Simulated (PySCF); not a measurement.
In²⁺ (indium, charge +2) across methods

[Kr] 4d9 5s2, 2D determinant (an excited configuration). Computed with PySCF 2.14 in aug-cc-pVTZ-PP with ECP28MDF, with scalar relativity through the core potential.

| method | E (hartree) | mean ε 4d β (eV) | mean ε 5s α (eV) | mean ε 5s β (eV) | Σ⟨r²⟩ (bohr²) | ⟨S²⟩ |
| --- | --- | --- | --- | --- | --- | --- |
| M06 | -188.7219 | -43.463 | -27.025 | -26.809 | 32.60 | 0.750 |
| PBE0 | -188.6815 | -43.511 | -26.590 | -26.288 | 32.71 | 0.750 |
| B3LYP | -188.7523 | -43.042 | -26.596 | -26.337 | 32.76 | 0.750 |
| LDA | -188.3518 | -40.920 | -26.138 | -25.867 | 32.70 | 0.750 |
| UHF | -187.83398 | -50.113 | -28.292 | -27.923 | 33.12 | 0.750 |
| r2SCAN | -188.7395 | -41.594 | -25.890 | -25.622 | 32.63 | 0.750 |
| r2SCANh | -188.7263 | -42.550 | -26.242 | -25.969 | 32.64 | 0.750 |
| PBE | -188.6872 | -40.920 | -25.719 | -25.427 | 32.70 | 0.750 |
| revPBE | -188.7444 | -40.894 | -25.593 | -25.300 | 32.70 | 0.750 |

Energies and moments cover only the electrons outside the core potential.
